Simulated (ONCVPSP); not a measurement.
## boron, ONCV: configuration errors across variants

* Element: boron (B)
* Generator: ONCVPSP 4.0.1
* Type: optimised norm-conserving Vanderbilt (ONCV)
* Functional: PBEsol
* Relativity: scalar-relativistic
* Frozen core: [He]
* Valence charge: 3
* Reference configuration: 2s1.5 (charge +1.5)
* Partial waves: 2s: rc 1.10 bohr, ncon 3, nbas 8, qcut 5.4 1/bohr, 2 projectors, debl 0.9 Ha; p scattering state at 0.12 Ha: rc 0.90 bohr, ncon 3, nbas 8, qcut 10.6 1/bohr, 2 projectors, debl 1.3 Ha; d scattering state at 0.35 Ha: rc 0.85 bohr, ncon 4, nbas 8, qcut 9.6 1/bohr, 2 projectors, debl 1.1 Ha
* Local potential: polynomial inside 0.75 bohr (lpopt 5, dvloc0 -1 Ha)
* Core correction: polynomial model core, fcfact 0.2

In the s channel the program set the typed energies aside and used -0.927, 0.250 Ha. In the p channel the program set the typed energies aside and used 0.050, 1.350 Ha.

All-electron excitation energies from the reference (eV): (1) 2s2 2p1 -19.279; (2) 2s2 -11.140; (3) 2s1 14.122; (4) 2s1 2p1 -5.015.

Errors AE − PS in meV (a dash: test not solved or not reliable):

| change | (1) | (2) | (3) | (4) | bound ghosts | GHOST(+) flags above zero |
| --- | --- | --- | --- | --- | --- | --- |
| base | +11 | +5.0 | +8.1 | +0.1 | none | d |
| all radii but the core radius scaled by about 1.17 (s 1.28, p 1.06, d 1.00 bohr); local potential polynomial inside 0.88 bohr (lpopt 5, dvloc0 -1 Ha) | +13 | +4.1 | +7.8 | +3.0 | none | s |
| d: rc 0.82 | +11 | +5.0 | +8.1 | +0.1 | none | d |
| p: rc 1.06 | +13 | +5.0 | +8.1 | +1.5 | none | d |

Question: Give the same row for: s: qcut 5.

Answer: +11, +4.6, +7.9, +1.0; bound ghosts: none; GHOST(+) flags above zero: d.
